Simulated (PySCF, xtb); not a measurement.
C2H8O2Si, SMILES CO[Si@@H](C)O. The values are those of a single conformer.

Harmonic wavenumbers (cm⁻¹) from xtb 6.7.1 with GFN2-xTB at its own minimum, in rising order: 63, 80, 94, 140, 217, 234, 297, 357, 639, 681, 710, 758, 805, 824, 850, 900, 1131, 1136, 1153, 1378, 1416, 1481, 1486, 1488, 1493, 2330, 2939, 2953, 2981, 3028, 3045, 3063, 3665.

### Question
What does PBE-D3(BJ)/def2-SVP (PySCF) give at its own minimum? (Estimate from the structure and the level; the computed values follow.)

### Answer
74, 92, 130, 159, 232, 263, 313, 381, 635, 685, 735, 741, 812, 831, 885, 920, 1114, 1136, 1169, 1221, 1379, 1381, 1421, 1425, 1426, 2185, 2915, 2980, 2984, 3032, 3080, 3084, 3761. Paired by order, the mean absolute difference is 35 cm⁻¹ and the zero-point energies are 62.6 and 62.3 kcal/mol.
